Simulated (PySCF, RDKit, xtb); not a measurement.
The same groups moved round the core (thiophene fluoro+boryl). Gas-phase values, no solvent. One relaxed conformer stands for each flexible species; it need not be the lowest. Strings in code marks are SMILES.

Quantity: electronic energy of isomers of C4H4BFS relative to `Bc1sccc1F`, in eV. Force-field values (RDKit) are differences of steric energies, which aren't made for comparing isomers with other bonds.

Level 1: PBE-D3(BJ)/def2-TZVP // B3LYP-D3(BJ)/def2-SVP (PySCF)
Level 2: PBE/6-31G* // B3LYP-D3(BJ)/def2-SVP (PySCF)
Level 3: GFN2-xTB (xtb)
Level 4: UFF, relaxed from the DFT geometry (RDKit)

```csv
species,level 1,level 2,level 3,level 4
`Bc1csc(F)c1`,0.382,0.398,0.217,0.010
`Bc1ccc(F)s1`,0.127,0.153,0.113,0.016
`Bc1ccsc1F`,0.336,0.326,0.183,0.021
```
